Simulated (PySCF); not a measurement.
silicon monosulfide (SSi), singlet, at a GFN2-xTB geometry; CCSD(T)/STO-3G (PySCF).

Input for PySCF:
```python
from pyscf import gto, scf, cc

mol = gto.M(
    atom='''
Si   -0.000000   -0.000000   -1.066604
S     0.000000    0.000000    0.933278
''',
    basis='sto-3g',
    charge=0,
    spin=0,
    verbose=4,
)

mf = scf.RHF(mol)
mf.kernel()

mycc = cc.CCSD(mf)
mycc.kernel()
et = mycc.ccsd_t()
print('E(CCSD(T)) = %.10f' % (mycc.e_tot + et))
```

It wrote (shortened):

```
PySCF version 2.14.0

[INPUT] verbose = 4
[INPUT] num. atoms = 2
[INPUT] num. electrons = 30
[INPUT] charge = 0
[INPUT] spin (= nelec alpha-beta = 2S) = 0
[INPUT] symmetry False subgroup None
[INPUT] Mole.unit = angstrom
[INPUT] Symbol           X                Y                Z      unit          X                Y                Z       unit  Magmom
[INPUT]  1 Si     0.000000000000   0.000000000000  -1.066604000000 AA    0.000000000000   0.000000000000  -2.015589443366 Bohr   0.0
[INPUT]  2 S      0.000000000000   0.000000000000   0.933278000000 AA    0.000000000000   0.000000000000   1.763639818082 Bohr   0.0

nuclear repulsion = 59.2713446323733
number of shells = 10
number of NR pGTOs = 54
number of NR cGTOs = 18
basis = sto-3g
ecp = {}

******** <class 'pyscf.scf.hf.RHF'> ********
method = RHF
initial guess = minao
damping factor = 0
level_shift factor = 0
DIIS = <class 'pyscf.scf.diis.CDIIS'>
diis_start_cycle = 1
diis_space = 8
diis_damp = 0
SCF conv_tol = 1e-09
SCF conv_tol_grad = None
SCF max_cycles = 50
direct_scf = True
direct_scf_tol = 1e-13
Set gradient conv threshold to 3.16228e-05
Initial guess from minao.
init E= -678.195477554093
  HOMO = -0.239200795944286  LUMO = 0.0810884795477152  gap/eV = 8.71552
cycle= 1 E= -678.602617673723  delta_E= -0.407  |g|= 0.465  |ddm|= 2.06
  HOMO = -0.122715285558908  LUMO = 0.188338344029016  gap/eV = 8.46420
cycle= 2 E= -678.498181446016  delta_E= 0.104  |g|= 0.782  |ddm|=  2.1
  HOMO = -0.189141843891873  LUMO = 0.218157728610447  gap/eV = 11.08319
cycle= 3 E= -678.730404314166  delta_E= -0.232  |g|= 0.0282  |ddm|=  1.1
  HOMO = -0.213728492121673  LUMO = 0.233856177822186  gap/eV = 12.17940
cycle= 4 E= -678.730902877216  delta_E= -0.000499  |g|= 0.00939  |ddm|= 0.0768
  HOMO = -0.211928222963943  LUMO = 0.23209696432928  gap/eV = 12.08254
cycle= 5 E= -678.730940495845  delta_E= -3.76e-05  |g|= 0.00579  |ddm|= 0.0148
  HOMO = -0.209977103354241  LUMO = 0.230651181518365  gap/eV = 11.99011
cycle= 6 E= -678.730964017518  delta_E= -2.35e-05  |g|= 0.000259  |ddm|= 0.0224
  HOMO = -0.209940081850583  LUMO = 0.230647533239012  gap/eV = 11.98900
cycle= 7 E= -678.730964107366  delta_E= -8.98e-08  |g|= 1.77e-05  |ddm|= 0.00151
  HOMO = -0.209933864413369  LUMO = 0.230642542196724  gap/eV = 11.98869
cycle= 8 E= -678.730964107526  delta_E= -1.6e-10  |g|= 7.16e-07  |ddm|= 5.51e-05
  HOMO = -0.209934199394717  LUMO = 0.230642768559988  gap/eV = 11.98871
Extra cycle  E= -678.730964107527  delta_E= -4.55e-13  |g|= 4.14e-07  |ddm|= 2.19e-06
converged SCF energy = -678.730964107527

******** <class 'pyscf.cc.ccsd.CCSD'> ********
CC2 = 0
CCSD nocc = 15, nmo = 18
max_cycle = 50
direct = 0
conv_tol = 1e-07
conv_tol_normt = 1e-05
diis_space = 6
diis_start_cycle = 0
diis_start_energy_diff = 1e+09
Init t2, MP2 energy = -678.835793029126  E_corr(MP2) -0.104828921599047
Init E_corr(CCSD) = -0.104828921599177
cycle = 1  E_corr(CCSD) = -0.0866933632016837  dE = 0.0181355584  norm(t1,t2) = 0.142799
cycle = 2  E_corr(CCSD) = -0.106685109868242  dE = -0.0199917467  norm(t1,t2) = 0.0675765
cycle = 3  E_corr(CCSD) = -0.101425410677287  dE = 0.00525969919  norm(t1,t2) = 0.0452883
cycle = 4  E_corr(CCSD) = -0.103130716141385  dE = -0.00170530546  norm(t1,t2) = 0.0113196
cycle = 5  E_corr(CCSD) = -0.103266636389192  dE = -0.000135920248  norm(t1,t2) = 0.00174042
cycle = 6  E_corr(CCSD) = -0.10320075462124  dE = 6.5881768e-05  norm(t1,t2) = 0.000583773
cycle = 7  E_corr(CCSD) = -0.103200761900511  dE = -7.27927177e-09  norm(t1,t2) = 6.45015e-05
cycle = 8  E_corr(CCSD) = -0.103202174968263  dE = -1.41306775e-06  norm(t1,t2) = 1.6733e-05
cycle = 9  E_corr(CCSD) = -0.103202409515081  dE = -2.34546819e-07  norm(t1,t2) = 2.60361e-06
cycle = 10  E_corr(CCSD) = -0.103202408449893  dE = 1.06518797e-09  norm(t1,t2) = 6.29337e-07
CCSD converged
E(CCSD) = -678.8341665159768  E_corr = -0.1032024084498932
CCSD(T) correction = -0.0128353745701961
E(CCSD(T)) = -678.8470018905
```
